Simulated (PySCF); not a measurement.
GeO under electron impact: the energy ladder

CCSD(T) in PySCF with def2-TZVPPD on every atom, for the lowest determinant that a PBE0 search found; no spin–orbit coupling.

```json
{"species": "GeO", "state (unpaired electrons)": "singlet (closed shell)", "Re (Å)": "1.638", "ωe (cm⁻¹)": "977", "energy of the minimum from the neutral (eV)": "0.00", "De (eV)": "6.78", "dissociates to": "Ge + O"}
{"species": "GeO⁺", "state (unpaired electrons)": "doublet (π ↑)", "Re (Å)": "1.775", "ωe (cm⁻¹)": "744", "energy of the minimum from the neutral (eV)": "11.00", "De (eV)": "3.68", "dissociates to": "Ge⁺ + O"}
```

Question: Work out the lowest energy to break GeO into atoms, from its vibrational ground state.

Answer: D0 = De − ωe/2 = 6.78 − 0.06 = 6.72 eV (CCSD(T)/def2-TZVPPD).

Question: Work out the ionisation energy of the Ge atom at this level and the threshold of dissociative ionisation.

Answer: IE(Ge) = 11.00 + 3.68 − 6.78 = 7.90 eV, so Ge⁺ + O + e⁻ appears at D0 + IE(Ge) = 14.62 eV (CCSD(T)/def2-TZVPPD). The measured IE(Ge) is 7.899 eV (NIST ASD).

These are thermodynamic thresholds; the onsets seen under electron impact lie higher where the geometry changes, and cross-sections peak well above them.

Correlated steps freeze 10 core orbitals. For an ion De counts to the pair picked by the measured ionisation energies or electron affinities, which need not be the lowest pair at this level. Where the molecule has an RHF reference, its open-shell atoms are computed with UHF. The CCSD T1 diagnostic is raised in GeO, a sign that a single reference may not be enough there. States were picked by a PBE0 search and need not be the measured ground states.
